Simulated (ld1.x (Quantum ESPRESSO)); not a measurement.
**Scattering properties, RRKJ potential for Cu (Z = 29)**

ld1.x (Quantum ESPRESSO) 7.5 input, shortened:

```
&input
   title='Cu', zed=29., rel=1, dft='WC', iswitch=3,
   config='[Ar] 3d10 4s0 4p0'
 /
 &inputp
   pseudotype=2, tm=.false., rho0=0.02, lloc=-2, rcloc=0.55,
   nlcc=.false.
 /
3
3S  1  0   2.00   0.00  1.10  1.10  0.0
3P  2  1   6.00   0.00  0.70  0.70  0.0
3D  3  2  10.00   0.00  1.25  1.25  0.0
 &test
   configts(1)='3s2 3p6 3d10 4s0 4p0'
 /
```

The phase is arctan(r·u′/u) with u = r·R(r), unwrapped; energies in Ry, scanned from -11 to 5 Ry. A pole is an energy at which the radial function vanishes at the test radius. The pseudo phase is shifted by a multiple of π to meet the all-electron one at the reference energy, and phase errors are pseudo minus all-electron; the curves can meet again beyond the range given. Levels narrower than the energy grid can be missing from the lists of poles.

| channel | radius (bohr) | reference energy (Ry) | poles, all-electron | poles, pseudo | unbroken range about the reference energy with phases within 0.05 rad | phase error 1 Ry above the reference energy (rad) |
| --- | --- | --- | --- | --- | --- | --- |
| s | 1.35 | -9.04 | -8.32 | -8.32 | the whole range | +0.000 |
| p | 1.35 | -5.93 | -4.97 | -4.97 | the whole range | -0.000 |
| d | 1.35 | -1.00 | 0.51 | 0.55 | below 4.2 | +0.005 |

Phases in the s channel:

```
E (Ry)  all-electron  pseudo
-11.00         1.142   1.142
-10.52         1.033   1.033
-10.04         0.751   0.751
 -9.56        -0.300  -0.300
 -9.08        -1.249  -1.249
 -8.60        -1.502  -1.502
 -8.12        -1.606  -1.606
 -7.64        -1.663  -1.663
 -7.16        -1.702  -1.702
 -6.68        -1.731  -1.730
 -6.20        -1.754  -1.754
 -5.72        -1.775  -1.775
 -5.24        -1.794  -1.794
 -4.76        -1.813  -1.812
 -4.28        -1.831  -1.831
 -3.80        -1.850  -1.850
 -3.32        -1.870  -1.870
 -2.84        -1.891  -1.891
 -2.36        -1.915  -1.915
 -1.88        -1.941  -1.941
 -1.40        -1.970  -1.970
 -0.92        -2.004  -2.005
 -0.44        -2.044  -2.045
  0.04        -2.092  -2.093
  0.52        -2.150  -2.152
  1.00        -2.223  -2.225
  1.48        -2.314  -2.317
  1.96        -2.432  -2.437
  2.44        -2.586  -2.594
  2.92        -2.783  -2.795
  3.40        -3.024  -3.040
  3.88        -3.291  -3.311
  4.36        -3.550  -3.571
  4.84        -3.772  -3.792
```
